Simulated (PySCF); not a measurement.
# Working out the ionisation energy of V

V [Ar] 3d3 4s2 (4F) → V⁺ [Ar] 3d4 (5D). All numbers are calculated (PySCF 2.14, the non-relativistic Hamiltonian (point nucleus), in aug-cc-pwCVTZ (10s9p7d4f3g, 127 functions)). Frozen: nothing. Energies in hartree (1 hartree = 27.21139 eV):

| part | V (lower) | V⁺ (upper) |
| --- | --- | --- |
| UHF | -942.892786 | -942.675317 |
| MP2 opposite-spin | -0.437212 | -0.413308 |
| MP2 same-spin | -0.190501 | -0.209687 |

Task: What does Hartree-Fock give?

Result: (-942.675317) − (-942.892786) = 0.217469 hartree = 5.918 eV.

Task: What do MP2 and SCS-MP2 (6/5 opposite-spin, 1/3 same-spin) give?

Result: The opposite-spin parts differ by 0.650 eV and the same-spin parts by -0.522 eV. MP2: 5.918 + (0.650) + (-0.522) = 6.046 eV. SCS-MP2: 5.918 + 1.2 × (0.650) + (-0.522)/3 = 6.524 eV.

Measured between the centres of the two terms (NIST): 6.732 eV, so MP2 (all electrons) is off by -0.686 eV.

The calculation is non-relativistic.

What remains against the reference includes basis incompleteness and correlation beyond second order.
